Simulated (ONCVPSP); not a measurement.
# Potentials for Ce compared

Generated with ld1.x 7.5 (TM, RRKJ, ultrasoft, PAW), atompaw 4.2 or ONCVPSP 4.0.1. The cutoff is in Ry: for ld1.x and atompaw files where the sum of valence levels is converged to 10 mRy in a Bessel basis, for ONCV files where the hardest occupied wave has 1 mHa per electron of residual kinetic energy. The error is the largest all-electron minus pseudo excitation energy over each file’s own four to seven test configurations (ionisations up to +4, promotions, holes and added fractions of an electron), all of which were solved. The labels leave out finer settings (local radius, basis sizes, second energies), which also bear on the numbers. Spin-polarised tests are not counted. The rows are a selection from randomly drawn settings: files with unsolved tests, undetermined cutoffs or missed reference levels are left out.

A true bound ghost makes a file unfit for plane-wave use even where its test errors are small: the radial tests pick states by their node count and pass the ghost by.

| potential | cutoff (Ry) | largest error (meV) | bound ghosts |
| --- | --- | --- | --- |
| ONCV, PBE, fully relativistic, rc 2.20/3.05/4.00/1.05 (spdf), local smoothed, core correction yes, reference 4f1 5s2 5p6 5d1 6s1.5 6p0.5, qcut 4.7/4.4/4/13.7, projectors 2/2/2/3 | 178 | -4.2 | s, p3/2, p1/2 |
| ONCV, PBE, fully relativistic, rc 2.60/2.65/3.25/1.85 (spdf), local smoothed, core correction yes, reference 4f1 5s2 5p6 5d1 6s0.5, qcut 4.6/5.8/3.9/5.9, projectors 2/2/2/2 | 208 | +1080 | none |
| ONCV, PBE, scalar-relativistic, rc 2.20/1.65/1.20/1.15 (spdf), local f, core correction yes, reference 4d10 4f1 5s2 5p6 5d1 6s2, qcut 5.9/6/11.3/17.7, projectors 2/2/2/0 | 228 | -4.3 | s, p |

(1) Fill in the row for Ce: ONCV, PBE, scalar-relativistic, rc 2.30/2.60/1.85/1.85 (spdf), local d, core correction yes, reference 4f1 5s2 5p6 5d1 6s0.5, qcut 4.3/5.7/5.3/9.5, projectors 2/1/0/1.

(2) Fill in the row for Ce: ONCV, LDA (Perdew-Wang 92), scalar-relativistic, rc 1.95/2.50/4.00/0.95 (spdf), local smoothed, core correction yes, reference 4f1 5s2 5p6 5d1 6s2, qcut 5.9/6.2/4.7/19.5, projectors 2/3/2/2.

(3) Fill in the row for Ce: ONCV, LDA (Perdew-Wang 92), fully relativistic, rc 1.50/1.70/3.45/1.65 (spdf), local smoothed, core correction no, reference 4f1 5s2 5p6 5d1, qcut 4.6/4.7/4.5/8.4, projectors 2/2/2/1.

Answers

(1) cutoff 79 Ry, largest error +702 meV, bound ghosts: none.

(2) cutoff 281 Ry, largest error +23 meV, bound ghosts: s, d.

(3) cutoff 70 Ry, largest error +931 meV, bound ghosts: s.
